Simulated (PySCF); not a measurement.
# Peak assignment

Structure with atom numbers: `[CH3:1][Si@:2]([SiH3:3])([C:4]#[N:5])[CH:6]1[CH2:7][CH2:8][CH2:9]1` (H(Xn): hydrogen on atom n). Ha(C7), Ha(C8), Ha(C9) are cis to Si2 on the ring; Hb(C7), Hb(C8), Hb(C9) are trans to Si2 on the ring.

- NMR shieldings at PBE0/pcSseg-1/GIAO
- geometry from GFN2-xTB
- code: PySCF 2.14
- non-relativistic, no solvent model, one computed conformer, rapidly exchanging positions averaged

Referencing at the same level of theory: TMS for $^{13}$C (σ = 186.93 ppm) and $^{1}$H (σ = 31.72 ppm).

(1) Assign these signals to the numbered atoms. $^{13}$C{$^{1}$H} NMR (computed): δ 127.0 (C), 23.7 (CH2), 22.8 (CH), 22.3 (CH2), 20.8 (CH2), -2.4 (CH3).

(2) Assign these signals to the numbered atoms. $^{1}$H NMR (600 MHz, computed): δ 3.60 (s, 3H), 2.64 (m, 1H), 2.47 (m, 1H), 2.22 (m, 1H), 2.09 (m, 1H), 1.99 (m, 1H), 1.95 (m, 1H), 1.56 (m, 1H), 0.40 (s, 3H).

Answers

(1) 
127.0 → C4, nitrile carbon: typical of a nitrile
23.7 → C7, sp3 CH2 in a ring: a saturated carbon with 2 carbon neighbours and no heteroatom attached
22.8 → C6, sp3 CH bonded to Si
22.3 → C9, sp3 CH2 in a ring: a saturated carbon with 2 carbon neighbours and no heteroatom attached
20.8 → C8, sp3 CH2 in a ring
-2.4 → C1, methyl carbon bonded to Si: an electropositive neighbour leaves it electron-rich and shielded

C7 and C6; C6 and C9; C9 and C8 lie closer than the usual error of such a calculation, so a measured spectrum could show them in the other order.

(2) 
| δ (ppm) | atoms | environment | reason |
| --- | --- | --- | --- |
| 3.60 | H(Si3) | hydrogen on a silicon bonded to Si | – |
| 2.64 | Hb(C7) | hydrogen on an sp3 CH2 in a ring | – |
| 2.47 | Hb(C9) | hydrogen on an sp3 CH2 in a ring | – |
| 2.22 | H(C6) | hydrogen on an sp3 CH bonded to Si | – |
| 2.09 | Hb(C8) | hydrogen on an sp3 CH2 in a ring | – |
| 1.99 | Ha(C8) | hydrogen on an sp3 CH2 in a ring | far from electronegative atoms and π systems |
| 1.95 | Ha(C7) | hydrogen on an sp3 CH2 in a ring | – |
| 1.56 | Ha(C9) | hydrogen on an sp3 CH2 in a ring | – |
| 0.40 | H(C1) | hydrogen on a methyl carbon bonded to Si | an electropositive neighbour shields it, as in TMS itself |

Hb(C8) and Ha(C8); Ha(C8) and Ha(C7) lie closer than the usual error of such a calculation, so a measured spectrum could show them in the other order.

Shifts are as computed. Against solution values, carbons near 30 ppm lie about +3 ppm off and those near 130 ppm about +5 ppm. Of 1309 compounds with measured shifts, 239 miss one by over three times the rms of a fit or turn the order of signals round; such compounds aren't used in these exercises. Multiplicities follow the n + 1 count of equivalent neighbours, as no J values were calculated; m marks all less simple cases, F and P coupling included.
